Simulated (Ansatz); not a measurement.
`[CH3][Ga]([NH2])[Cl]` → C• + Cl• + Ga• + 5 H• + N•  (atomization)

Gas-phase electronic energies from Ansatz, PBE0-D4/def2-TZVP geometries. CBS: MP2 limit from def2 TZ/QZ plus the TZ coupled-cluster correction, frozen cores. This one scheme is used for every species, atoms too. For atomizations the MP2-based limit and the directly extrapolated one differ by several kJ/mol either way, and by 10 to 25 for some Ge, Se and Sn compounds, so smaller differences from it don't rank the levels. DFT in def2-TZVPP. No spin–orbit coupling; open shells (•) take unrestricted orbitals. Spin–orbit coupling would lower the free atoms: a little for C, Cl; clearly for Ga. Bonds to Ga are less sure, by a few kJ/mol each and by 10 to 20 or more in all where they break to atoms, as the def2 sets lack core-valence functions. Scalar relativity is left out up to krypton. One conformer a species, not always the lowest.

CCSD(T)/CBS gives +3039.5 kJ/mol.

(1) Another level gave +2961.4 kJ/mol. Which?
A. MP2/def2-TZVPP
B. r2SCAN0/def2-TZVPP
C. CCSD(T)/def2-TZVPP
D. ωB97X-V/def2-TZVPP

Largest T1 diagnostic among the species: 0.013.

Answers

(1) C. CCSD(T)/def2-TZVPP 2961.4, ωB97X-V 3038.7, MP2/def2-TZVPP 3005.9, r2SCAN0 2984.1 kJ/mol.

From PBE to PBE0 (25 % exact exchange), in def2-TZVPP and without D4, ΔE moves by −38.5 kJ/mol: exact exchange takes away binding that semilocal exchange gives to molecules. At CCSD(T), def2-SVP lies −196.7 kJ/mol from the extrapolated value and def2-TZVPP −78.1 kJ/mol: correlation converges slowly with the basis, and small sets miss more of it in the bonded molecule than in its fragments. In def2-TZVPP, CCSD(T) changes the Hartree–Fock value by +778.7 kJ/mol (the triples alone add +43.8 kJ/mol) and MP2 by +823.1 kJ/mol; breaking electron pairs costs correlation energy, which Hartree–Fock lacks.
